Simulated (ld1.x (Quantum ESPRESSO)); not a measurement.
**How hard is this phosphorus (P) TM potential?**

* Element: phosphorus (P)
* Generator: ld1.x (Quantum ESPRESSO) 7.5
* Type: norm-conserving Troullier–Martins (Kleinman–Bylander form)
* Functional: PBE
* Relativity: scalar-relativistic
* Frozen core: [Ne]
* Valence charge: 5
* Reference configuration: 3s2 3p1 (charge +2)
* Partial waves: 3p (bound): rc 1.40 bohr; 3s (bound): rc 1.05 bohr
* Local potential: the s channel
* Core correction: a·sin(br)/r model core, default radius (core density twice the valence density)

The pseudo-atom Hamiltonian at the reference potential is diagonalised in spherical Bessel functions j_l(qr) that vanish at 20 bohr, with q² up to the cutoff. All-electron valence levels (Ry): 3p -1.7842, 3s -2.4957.

Task: How do the lowest levels (Ry) of each channel move with the cutoff, and are there ghosts?

Result:

```
cutoff (Ry)     p #1     s #1     d #1     d #2     f #1  Σ f·Δε (mRy)
          8  -1.7736  -2.2119  -0.7416  -0.3249  -0.2914         578.0
         15  -1.7796  -2.3291  -0.7441  -0.3258  -0.2917         337.5
         25  -1.7799  -2.3397  -0.7485  -0.3272  -0.2917         316.2
         35  -1.7812  -2.3697  -0.7524  -0.3285  -0.2917         254.8
         50  -1.7835  -2.4469  -0.7540  -0.3290  -0.2917          98.2
         70  -1.7839  -2.4889  -0.7540  -0.3290  -0.2918          13.8
        100  -1.7841  -2.4933  -0.7547  -0.3292  -0.2918           4.8
        140  -1.7842  -2.4939  -0.7549  -0.3293  -0.2918           3.5
        180  -1.7842  -2.4944  -0.7550  -0.3293  -0.2918           2.5
        260  -1.7842  -2.4951  -0.7550  -0.3293  -0.2918           1.1
        400  -1.7842  -2.4956  -0.7551  -0.3293  -0.2918           0.0
```

Result: no extra level below or beside the all-electron valence levels (p, s, d, f tested); 10 mRy is reached at 80 Ry and 1 mRy at 300 Ry.
